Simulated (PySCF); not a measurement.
r2SCAN on Sc⁺ (scandium, charge +1), [Ar] 3d1 4s1, high-spin 3D determinant. All numbers are calculated (PySCF 2.14, the spin-free X2C one-electron Hamiltonian (Gaussian nucleus), in aug-cc-pVQZ-DK).

```
cycle= 1 E= -763.908682390872  delta_E= -0.00636  |g|= 0.113  |ddm|= 1.51
cycle= 2 E= -763.905641061457  delta_E= 0.00304  |g|= 0.132  |ddm|= 0.736
cycle= 3 E= -763.91261761606  delta_E= -0.00698  |g|= 0.0535  |ddm|= 0.664
cycle= 4 E= -763.913679773072  delta_E= -0.00106  |g|= 0.0045  |ddm|= 0.117
cycle= 5 E= -763.913689431296  delta_E= -9.66e-06  |g|= 0.00185  |ddm|= 0.0338
cycle= 6 E= -763.913690728437  delta_E= -1.3e-06  |g|= 0.000329  |ddm|= 0.0069
cycle= 7 E= -763.913690769799  delta_E= -4.14e-08  |g|= 6.74e-05  |ddm|= 0.00122
cycle= 8 E= -763.913690771532  delta_E= -1.73e-09  |g|= 8.79e-06  |ddm|= 0.00021
cycle= 9 E= -763.913690771563  delta_E= -3.09e-11  |g|= 6.68e-07  |ddm|= 2.91e-05
converged SCF energy = -763.913690771563  <S^2> = 2.0012831  2S+1 = 3.0008553
```

Highest occupied orbital energy: -9.568 eV; ⟨L²⟩ = 8.69; populations by l: s 6.55, p 12.00, d 1.45, f 0.00.

Task: Can this result be used?

Result: Not for this state. Self-consistency was reached. ⟨L²⟩ = 8.69 against 6 for a pure D term, so this real determinant mixes terms. The s, p, d and f populations moved away from the nominal configuration during the SCF.
